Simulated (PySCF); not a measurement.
Computed Raman spectrum (relative Raman activity) of a molecule C₂H₇ClSi. The structure is a stationary point at B3LYP-D3(BJ)/def2-SVP. One conformer was computed; it need not be the lowest. The numbers are results of B3LYP-D3(BJ)/def2-SVP (PySCF), not measurements. Frequencies are harmonic and unscaled.

Lines under 2 % of the strongest are left out, and lines within 2 cm⁻¹ are merged.

ν (cm⁻¹): 517 (w), 559 (vw), 651 (w), 684 (w), 743 (w), 868 (w), 958 (w), 978 (vw), 993 (vw), 1050 (vw), 1247 (vw), 1427 (w), 1477 (w), 1480 (w), 2231 (vs), 2237 (s), 3020 (s), 3028 (vs), 3070 (s), 3106 (s), 3116 (m) (against the strongest line: vs over 80 %, s over 45 %, m over 15 %, w over 4 %, vw less)

Question: Identify the compound among the candidates.
(A) C[SiH](C)Cl
(B) CC[SiH2]Cl
(C) [SiH3]CCCl

Answer: B, CC[SiH2]Cl
